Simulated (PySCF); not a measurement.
# Fine-structure interval of Rh¹⁸⁺ by level of theory

Rh¹⁸⁺ [Ar] 3d9 [3d3/2^4 3d5/2^5, M_J = 5/2] → Rh¹⁸⁺ [Ar] 3d9 [3d3/2^3 3d5/2^6, M_J = 3/2], as a difference of total energies. Calculation: PySCF 2.14, in an even-tempered Gaussian basis (17 s from 1.9 bohr⁻², ratio 2.8; 13 p from 2.4 bohr⁻², ratio 2.8; 8 d from 2.4 bohr⁻², ratio 2.8; 4 f from 12 bohr⁻², ratio 3); the two-component X2C-1e Hamiltonian. Correlated levels: [Ne] frozen; the 82 highest virtual spinors dropped. "Screened" scales the spin-orbit matrix elements by Boettger's factors to mimic the two-electron term; Breit and QED terms are absent.

```
                    method  fine-structure interval (cm⁻¹)
 GHF (screened spin-orbit)                           41776
GMP2 (screened spin-orbit)                           41709
     GHF (bare spin-orbit)                           53766
```
